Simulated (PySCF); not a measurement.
Several orderings of computed values.

Species are written as SMILES; each is one conformer at its optimised geometry, gas phase, non-relativistic unless stated; the electronic structure was computed with PySCF and density fitting.

The conformers computed, where there is a choice (atom-mapped SMILES and torsion angles):
- `[NH2:1][CH2:2][C@:3]1([N:4]2[CH2:5][CH2:6]2)[CH2:7][CH2:8][SiH2:9]1`: N1–C2–C3–N4 -163°, C2–C3–N4–C5 -94°, H–N1–C2–C3 -74°, H–N1–C2–C3 167°
- `[CH3:1][CH2:2][Si@@H:3]1[CH2:4][C@H:5]([C:6]#[N:7])[C@@H:8]1[F:9]`: C1–C2–Si3–C4 -84°
- `[CH3:1][CH2:2][CH2:3][CH-:4][C:5]#[N:6]`: C1–C2–C3–C4 -66°, C2–C3–C4–C5 86°
- `[CH3:1][c:2]1[cH:3][cH:4][cH:5][c:6]([PH:7][PH2:8])[cH:9]1`: C5–C6–P7–P8 -95°, H–P8–P7–C6 81°, H–P8–P7–C6 173°
- `[CH3:1][S:2][c:3]1[cH:4][cH:5][cH:6][c:7]([C:8](=[O:9])[F:10])[cH:11]1`: C1–S2–C3–C4 180°, C6–C7–C8–O9 180°

The conformers of `C1CC12[SiH2][SiH2][SiH2][SiH2]2`, `CC[PH+]1CCPCC1` and `C[Si@@H]1CCC[C@]1(F)C#N` aren't listed.

Task: Rank by smallest rotational constant, lowest first (GFN2-xTB).
A. `NC[C@]1(N2CC2)CC[SiH2]1`
B. `C1=NCCC1`
C. `[C@H]1([C@@H]([Si@@H](C1)CC)F)C#N`
D. `CCC[CH-]C#N`

Result: C (0.740 GHz), A (0.995 GHz), D (1.840 GHz), B (4.130 GHz).

Task: Give the two extremes of that set in cm⁻¹.

Result: `CC[Si@@H]1C[C@H](C#N)[C@@H]1F`: 0.0247 cm⁻¹; `C1=NCCC1`: 0.1378 cm⁻¹.

Task: Rank by HOMO energy, highest first (PBE0/pcSseg-1 at GFN2-xTB geometries).
A. `FS(F)(F)(F)(F)F`
B. `C1CC12[SiH2][SiH2][SiH2][SiH2]2`
C. `CC1=CC(PP)=CC=C1`
D. `NC[C@]1(N2CC2)CC[SiH2]1`

Result: D (-6.29 eV), C (-6.46 eV), B (-7.73 eV), A (-12.60 eV).

Task: Rank by dipole moment, highest first (PBE0/pcSseg-1 at GFN2-xTB geometries).
A. `FS(F)(F)(F)(F)F`
B. `N1(CC1)[C@@]1(CN)CC[SiH2]1`
C. `N#C[C@@H]1[C@H](F)[Si@H](CC)C1`
D. `Cc1cccc(PP)c1`
E. `CSc1cccc(C(=O)F)c1`
F. `C1=NCCC1`

Result: C (5.51 D), E (2.88 D), F (2.14 D), B (1.94 D), D (1.11 D), A (0.00 D).

Task: Rank by HOMO–LUMO gap, lowest first (PBE0/pcSseg-1 at GFN2-xTB geometries).
A. `CC[Si@@H]1C[C@H](C#N)[C@@H]1F`
B. `CC[PH+]1CCPCC1`
C. `Cc1cccc(PP)c1`
D. `C[Si@@H]1CCC[C@]1(F)C#N`
E. `C1=NCCC1`
F. `CSc1cccc(C(=O)F)c1`
G. `NC[C@]1(N2CC2)CC[SiH2]1`

Result: F (4.55 eV), C (5.75 eV), G (6.91 eV), B (7.09 eV), E (7.62 eV), A (7.89 eV), D (8.01 eV).
